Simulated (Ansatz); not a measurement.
Basis-set series for H₆Si₂Te, SMILES `[SiH3][SiH2][TeH]`. Charge 0, multiplicity 1. Te takes the def2 core potential. The geometry is a stationary point of PBE0-D4/def2-TZVP.

Cartesian coordinates in Å:
```
Si 1.239 -0.924 0.479
Si -0.214 0.638 -0.476
Te -2.487 0.151 0.445
H 2.623 -0.702 -0.017
H 0.807 -2.300 0.116
H 1.223 -0.787 1.959
H 0.200 2.023 -0.126
H -0.219 0.513 -1.958
H -3.173 1.387 -0.421
```

```tsv
functional	basis	functions	energy (Eh)	HOMO (eV)	LUMO (eV)
PBE0-D4	def2-TZVPP	218	-850.41166	-6.54	-0.81
PBE0-D4	def2-QZVPP	402	-850.43304	-6.56	-0.88
ωB97M-V	def2-TZVPP	218	-850.54797	-8.62	0.90
ωB97M-V	def2-QZVPP	402	-850.56844	-8.64	0.70
```

(1) Give the rows for def2-SVP. (Estimate.)

## Answers

(1) Computed: 
```json
{"functional": "PBE0-D4", "basis": "def2-SVP", "functions": "92", "energy (Eh)": "-850.19543", "HOMO (eV)": "-6.46", "LUMO (eV)": "-0.64"}
{"functional": "ωB97M-V", "basis": "def2-SVP", "functions": "92", "energy (Eh)": "-850.32783", "HOMO (eV)": "-8.50", "LUMO (eV)": "1.25"}
```

Positive LUMOs are unbound and depend on the basis.
